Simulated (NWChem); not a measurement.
System: PbNH₃, singlet; SMILES [NH2][PbH]

The following NWChem deck was run.

```
start job
memory heap 200 mb stack 900 mb global 1100 mb
geometry units angstroms noautosym nocenter noautoz
  Pb     0.058033    -0.228376     0.000000
  H     -1.803062    -0.299065     0.000000
  N     -0.006677     1.898699     0.000000
  H     -0.853419     2.458590     0.000000
  H      0.820274     2.488014     0.000000
end
basis spherical
  * library def2-svpd
end
ecp
  Pb library def2-ecp
end
dft
  xc pbe0
  iterations 150
end
property
  response 1 0.0
end
task dft property
```

Output (shortened):

```
             Northwest Computational Chemistry Package (NWChem) 7.3.0
             --------------------------------------------------------

                             Geometry "geometry" -> ""
                             -------------------------

 Output coordinates in angstroms (scale by  1.889725989 to convert to a.u.)

  No.       Tag          Charge          X              Y              Z
 ---- ---------------- ---------- -------------- -------------- --------------
    1 Pb                  82.0000     0.05803300    -0.22837600     0.00000000
    2 H                    1.0000    -1.80306200    -0.29906500     0.00000000
    3 N                    7.0000    -0.00667700     1.89869900     0.00000000
    4 H                    1.0000    -0.85341900     2.45859000     0.00000000
    5 H                    1.0000     0.82027400     2.48801400     0.00000000

 Effective nuclear repulsion energy (a.u.)     205.9448575122

                                 NWChem DFT Module
                                 -----------------

 Summary of "ao basis" -> "ao basis" (spherical)
 ------------------------------------------------------------------------------
       Tag                 Description            Shells   Functions and Types
 ---------------- ------------------------------  ------  ---------------------
 Pb                        def2-svpd                12       32   5s4p3d
 H                         def2-svpd                 4        8   2s2p
 N                         def2-svpd                 8       20   4s2p2d

            General Information
            -------------------
          SCF calculation type: DFT
          Wavefunction type:  closed shell.
          No. of atoms     :     5
          No. of electrons :    32
           Alpha electrons :    16
            Beta electrons :    16
          Charge           :     0
          Spin multiplicity:     1
          Use of symmetry is: off; symmetry adaption is: off
          Maximum number of iterations: 150
          AO basis - number of functions:    76
                     number of shells:    32
          Convergence on energy requested:  1.00D-06
          Convergence on density requested:  1.00D-05
          Convergence on gradient requested:  5.00D-04

              XC Information
              --------------
                         PBE0 Method XC Functional
                     Hartree-Fock (Exact) Exchange  0.250
          PerdewBurkeErnzerhof Exchange Functional  0.750
            Perdew 1991 LDA Correlation Functional  1.000 local
           PerdewBurkeErnz. Correlation Functional  1.000 non-local

             Grid Information
             ----------------
          Grid used for XC integration:  medium
          Radial quadrature: Mura-Knowles
          Angular quadrature: Lebedev.
          Tag              B.-S. Rad. Rad. Pts. Rad. Cut. Ang. Pts.
          ---              ---------- --------- --------- ---------
          Pb                  1.80      123          10.0       590
          H                   0.35       45          11.0       434
          N                   0.65       49          10.0       434
          Grid pruning is: on
          Number of quadrature shells:   307
          Spatial weights used:  Erf1

      Superposition of Atomic Density Guess
      -------------------------------------

 Sum of atomic energies:        -275.10220453

      Non-variational initial energy
      ------------------------------

 Total energy =    -247.857405
 1-e energy   =    -534.133061
 2-e energy   =     224.262800
 HOMO         =      -0.249764
 LUMO         =      -0.050086

   convergence    iter        energy       DeltaE   RMS-Dens  Diis-err
 ---------------- ----- ----------------- --------- --------- ---------
 d= 0,ls=0.0,diis     1   -249.2522513190 -3.11D+02  2.09D-02  3.63D-01
 d= 0,ls=0.0,diis     2   -249.0056383512  2.47D-01  1.32D-02  2.08D+00
 d= 0,ls=0.0,diis     3   -249.3026888791 -2.97D-01  1.67D-03  1.28D-02
 d= 0,ls=0.0,diis     4   -249.3046493619 -1.96D-03  7.03D-04  9.73D-04
 d= 0,ls=0.0,diis     5   -249.3048526952 -2.03D-04  1.18D-04  4.67D-05
  Resetting Diis
 d= 0,ls=0.0,diis     6   -249.3048618871 -9.19D-06  2.15D-05  1.56D-06
 d= 0,ls=0.0,diis     7   -249.3048620925 -2.05D-07  6.46D-06  2.54D-08

         Total DFT energy =     -249.304862092451
      One electron energy =     -536.088866351285
           Coulomb energy =      248.737773747224
    Exchange-Corr. energy =      -23.966626077722
 Nuclear repulsion energy =       62.012856589332

 Numeric. integr. density =       32.000016614086

                       DFT Final Molecular Orbital Analysis
                       ------------------------------------

 Vector   14  Occ=2.000000D+00  E=-3.273559D-01
              MO Center= -2.8D-01,  7.1D-01, -3.2D-09, r^2= 3.1D+00
   Bfn.  Coefficient  Atom+Function         Bfn.  Coefficient  Atom+Function
  ----- ------------  ---------------      ----- ------------  ---------------
    44      0.558544  3 N  s                 46     -0.404780  3 N  py
    13     -0.298256  1 Pb py                49      0.284749  3 N  py
     3      0.272634  1 Pb s                 43     -0.229204  3 N  s
    16     -0.189124  1 Pb py                 1     -0.186331  1 Pb s
    33      0.183584  2 H  s                 22     -0.179048  1 Pb d  2

 Vector   15  Occ=2.000000D+00  E=-2.585078D-01
              MO Center=  1.2D-03,  1.7D+00,  7.4D-09, r^2= 1.5D+00
   Bfn.  Coefficient  Atom+Function         Bfn.  Coefficient  Atom+Function
  ----- ------------  ---------------      ----- ------------  ---------------
    47      0.539196  3 N  pz                50     -0.396452  3 N  pz
    14     -0.173936  1 Pb pz                17     -0.134154  1 Pb pz
    19      0.086738  1 Pb d -1              68     -0.066663  4 H  pz
    76     -0.066337  5 H  pz                11      0.065500  1 Pb pz
     8      0.064258  1 Pb pz                29     -0.033660  1 Pb d -1

 Vector   16  Occ=2.000000D+00  E=-2.451472D-01
              MO Center= -4.5D-01, -2.8D-01,  5.7D-09, r^2= 3.3D+00
   Bfn.  Coefficient  Atom+Function         Bfn.  Coefficient  Atom+Function
  ----- ------------  ---------------      ----- ------------  ---------------
    12      0.378234  1 Pb px                 3      0.364415  1 Pb s
    33     -0.341888  2 H  s                 34     -0.256892  2 H  s
    15      0.243181  1 Pb px                 1     -0.241674  1 Pb s
     4      0.222969  1 Pb s                  9     -0.136022  1 Pb px
     6     -0.133267  1 Pb px                13     -0.123768  1 Pb py

 Vector   17  Occ=0.000000D+00  E=-7.253749D-02
              MO Center=  4.0D-02, -1.8D-01,  2.1D-09, r^2= 4.0D+00
   Bfn.  Coefficient  Atom+Function         Bfn.  Coefficient  Atom+Function
  ----- ------------  ---------------      ----- ------------  ---------------
    17      0.599453  1 Pb pz                14      0.510099  1 Pb pz
    47      0.223541  3 N  pz                50     -0.183161  3 N  pz
    11     -0.179640  1 Pb pz                 8     -0.174567  1 Pb pz
    29     -0.071681  1 Pb d -1              76     -0.055967  5 H  pz
    68     -0.051331  4 H  pz                19      0.047558  1 Pb d -1

 Vector   18  Occ=0.000000D+00  E=-1.266138D-03
              MO Center=  2.7D-01,  4.2D-01, -2.2D-08, r^2= 7.0D+00
   Bfn.  Coefficient  Atom+Function         Bfn.  Coefficient  Atom+Function
  ----- ------------  ---------------      ----- ------------  ---------------
    44      0.880121  3 N  s                  5      0.615147  1 Pb s
    16      0.565491  1 Pb py                 4     -0.442976  1 Pb s
    70     -0.372561  5 H  s                 62     -0.333232  4 H  s
    15      0.271060  1 Pb px                13      0.261212  1 Pb py
    32      0.251392  1 Pb d  2              67      0.251013  4 H  py

 Vector   19  Occ=0.000000D+00  E= 1.618411D-02
              MO Center=  1.9D-01, -1.1D+00,  1.6D-08, r^2= 8.5D+00
   Bfn.  Coefficient  Atom+Function         Bfn.  Coefficient  Atom+Function
  ----- ------------  ---------------      ----- ------------  ---------------
     5      1.815429  1 Pb s                 44     -1.422199  3 N  s
     4     -1.130761  1 Pb s                 70      0.362948  5 H  s
    62      0.347993  4 H  s                 43      0.325996  3 N  s
     3     -0.317032  1 Pb s                  1      0.251418  1 Pb s
    49     -0.230770  3 N  py                30     -0.180784  1 Pb d  0

     Multipole analysis of the density
     ---------------------------------

     L   x y z        total         alpha         beta         nuclear
     -   - - -        -----         -----         ----         -------
     0   0 0 0      0.000000    -16.000000    -16.000000     32.000000

     1   1 0 0      0.432230      0.788910      0.788910     -1.145590
     1   0 1 0     -0.057545    -12.230884    -12.230884     24.404224
     1   0 0 1     -0.000000     -0.000000     -0.000000      0.000000

     2   2 0 0    -28.191103    -22.535066    -22.535066     16.879029
     2   1 1 0      0.126893     -0.117895     -0.117895      0.362683
     2   1 0 1     -0.000000     -0.000000     -0.000000      0.000000
     2   0 2 0    -24.792089    -81.508900    -81.508900    138.225710
     2   0 1 1      0.000000      0.000000      0.000000      0.000000
     2   0 0 2    -25.557172    -12.778586    -12.778586      0.000000

 *** CALLING NEW AORESP DRIVER FOR CLOSED AND OPEN SHELLS ***
 Entering AOResponse driver routine

--------------------------------------------------------------------------------

          -----------------------------------------------
          Solving response equations for perturbing field
          -----------------------------------------------

 number of frequencies:     1
 frequency in a.u.:  0.0000000E+00
 Perturbing field: electric
 Using El. Dipole Length Gauge

 Setting up CPKS with frequency omega =      0.00000000 a.u.

 STATIC response

                                NWChem CPHF Module
                                ------------------

  scftype          =     RHF
  nclosed          =       16
  nopen            =        0
  variables        =      960
  # of vectors     =        3
  tolerance        = 0.10D-03
  level shift      = 0.00D+00
  max iterations   =       50
  max subspace     =       30

 SCF residual:    1.6377446458614228E-004

Iterative solution of linear equations
  No. of variables      960
  No. of equations        3
  Maximum subspace       30
        Iterations       50
       Convergence  1.0D-04

   iter   nsub   residual    time
   ----  ------  --------  ---------
     1      3    5.64D+00       4.8
     2      6    4.14D+00       6.1
     3      9    5.73D-01       7.5
     4     12    2.23D-02       8.8
     5     15    3.07D-03      10.1
     6     18    6.91D-04      11.4
     7     21    4.74D-05      12.8

 Electric Dipole Response Matrix (nonzero elements):

              1        2        3
    1   63.2874   0.1670   0.0000
    2    0.1670  67.7451   0.0000
    3    0.0000   0.0000  43.5080

 ------------------------------------------
 average:        58.18017 + I       0.00000

 DFT Linear Response polarizability / au
 Frequency  =       0.0000000 / au
              X              Y              Z
 -----------------------------------------------
 X      63.2873992      0.1670154      0.0000001
 Y       0.1670085     67.7451020      0.0000002
 Z       0.0000001      0.0000002     43.5079988
 -----------------------------------------------
 Eigenvalues =      63.2811504     67.7513508     43.5079988
 Isotropic   =      58.1801667
 Anisotropic =      22.3461444
 -----------------------------------------------

 Magnetic Dipole Response Matrix (nonzero elements):

 Exiting AOResponse driver routine
```

Level: PBE0/def2-SVPD with def2 effective core potentials on Pb. Low-valent species are run as closed-shell singlets; no triplet was tried in these runs. All runs use the structure optimised with PBE0/def2-SVP. def2 effective core potentials on Pb; no spin-orbit coupling.
